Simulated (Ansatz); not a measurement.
Relaxation of C₂H₅ClO₂Si (11 atoms, charge 0, multiplicity 1), to a largest force component of 0.02 eV/Å in at most 50 steps.

Theory: RKS LDA/def2-SVP (Ansatz 0.2.0).

```xyz
11
Properties=species:S:1:pos:R:3
O -1.920 1.370 0.185
C -1.342 0.831 1.048
C -0.076 0.106 0.830
Si 0.581 -0.130 -0.898
O 2.017 -0.841 -1.023
Cl -0.677 -1.513 -1.825
H -1.674 0.854 2.096
H 0.756 0.678 1.395
H -0.144 -0.852 1.379
H 2.555 -0.052 -0.759
H 2.027 -1.662 -1.490
```

Q: Where does it end, and by what steps?

A: The run converged. After 21 steps the energy has fallen by 3.023 eV; H10 moved furthest, 0.78 Å. Parted: Si4–O5 (1.61 → 2.40 Å). Joined: O1–Si4 (3.11 → 1.92 Å).

```json
{"step": "0", "energy less start (eV)": "0.0000", "largest force component (eV/Å)": "6.246", "accepted": "yes"}
{"step": "1", "energy less start (eV)": "-1.3937", "largest force component (eV/Å)": "3.779", "accepted": "yes"}
{"step": "2", "energy less start (eV)": "-2.1399", "largest force component (eV/Å)": "2.175", "accepted": "yes"}
{"step": "3", "energy less start (eV)": "-2.3612", "largest force component (eV/Å)": "2.332", "accepted": "yes"}
{"step": "4", "energy less start (eV)": "-2.5421", "largest force component (eV/Å)": "2.126", "accepted": "yes"}
{"step": "5", "energy less start (eV)": "-2.6462", "largest force component (eV/Å)": "1.539", "accepted": "yes"}
{"step": "6", "energy less start (eV)": "-2.7613", "largest force component (eV/Å)": "0.894", "accepted": "yes"}
{"step": "7", "energy less start (eV)": "-2.8457", "largest force component (eV/Å)": "0.325", "accepted": "yes"}
{"step": "8", "energy less start (eV)": "-2.8617", "largest force component (eV/Å)": "0.232", "accepted": "yes"}
{"step": "9", "energy less start (eV)": "-2.8687", "largest force component (eV/Å)": "0.167", "accepted": "yes"}
{"step": "10", "energy less start (eV)": "-2.8764", "largest force component (eV/Å)": "0.174", "accepted": "yes"}
{"step": "11", "energy less start (eV)": "-2.8826", "largest force component (eV/Å)": "0.377", "accepted": "yes"}
{"step": "12", "energy less start (eV)": "-2.8900", "largest force component (eV/Å)": "0.610", "accepted": "yes"}
{"step": "13", "energy less start (eV)": "-2.9117", "largest force component (eV/Å)": "0.585", "accepted": "yes"}
{"step": "14", "energy less start (eV)": "-2.9461", "largest force component (eV/Å)": "0.689", "accepted": "yes"}
{"step": "15", "energy less start (eV)": "-2.9694", "largest force component (eV/Å)": "0.617", "accepted": "yes"}
{"step": "16", "energy less start (eV)": "-2.9999", "largest force component (eV/Å)": "0.572", "accepted": "yes"}
{"step": "17", "energy less start (eV)": "-3.0110", "largest force component (eV/Å)": "0.470", "accepted": "yes"}
{"step": "18", "energy less start (eV)": "-3.0194", "largest force component (eV/Å)": "0.256", "accepted": "yes"}
{"step": "19", "energy less start (eV)": "-3.0211", "largest force component (eV/Å)": "0.150", "accepted": "yes"}
{"step": "20", "energy less start (eV)": "-3.0224", "largest force component (eV/Å)": "0.034", "accepted": "yes"}
{"step": "21", "energy less start (eV)": "-3.0225", "largest force component (eV/Å)": "0.019", "accepted": "yes"}
```

```xyz
11
Properties=species:S:1:pos:R:3
O -1.700 0.740 -0.125
C -1.240 0.761 1.072
C -0.006 0.092 1.209
Si 0.065 0.438 -0.826
O 2.158 -0.726 -0.805
Cl -0.463 -1.559 -1.589
H -1.705 1.447 1.819
H 0.689 0.295 2.043
H -0.045 -0.981 0.917
H 2.681 -0.273 -1.496
H 1.666 -1.445 -1.281
```

Whether the end is a true minimum wasn't checked by a vibrational analysis.

Time of the run: 18 s on 2 threads of Intel(R) Xeon(R) 6975P-C (Granite Rapids), with other jobs on the host, peak memory 0.17 GiB.
